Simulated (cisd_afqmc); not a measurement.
Input (AFQMC/CISD/cc-pVTZ; cisd_afqmc is a phaseless AFQMC code with CISD trial states that reads the integrals written by Ansatz):

Ansatz 0.2 input:
```python
import cisd_afqmc

open("ham.yaml", "w").write("""\
crystal:
  periodic: [false, false, false]
  atoms:
    - {symbol: B, position_ang: [-0.00000000, -0.00000000, -0.19866434]}
    - {symbol: H, position_ang: [0.00000000, 0.00000000, 0.99332168]}
basis:
  gaussian:
    orbitals: cc-pVTZ
magnetization: {spin_polarized: true, initial_magnetization: 2}
correlation: {method: ccsd, electrons: outside_noble_gas, hamiltonian_folder: ham}
""")
rep = cisd_afqmc.ansatz("ham.yaml")
e_ccsd = rep["correlation"]["coupled_cluster"]["energy"]["hartree"]
out = cisd_afqmc.run("ham", e_ccsd, trial="CISD", walkers=200, populations=8, threads=8, dt=0.005, steps=40, early=24, settle=10, least=32,
    cut=5e-5, rank_cut=2e-4, target=0.0004, seconds=1500, seed=1, memory=17280, gpu=False)
```

Output:

```
orbitals 43, occupied [3, 1], factors 191 of 251, rank of the doubles 90 of 162
E(HF) = -25.116642
E(CCSD) on the cut factors = -25.180881, shift to the whole factors -0.000003
Energy of the trial state on the determinant = -25.180786
  tau behind 7.2 of longer steps, mean of the populations' last blocks
   2.0  -25.18269
   4.0  -25.18253
   6.0  -25.18233
   8.0  -25.18251
blocks 256 (3 outliers left out), error by blocks joined: 1: 0.00002, 2: 0.00003, 4: 0.00003, 8: 0.00004, 16: 0.00004
E(AFQMC/CISD) = -25.18253 +/- 0.00004
```

This triplet is an excited state, 1.3 eV above the singlet at CCSD(T)/cc-pV5Z (Ansatz).
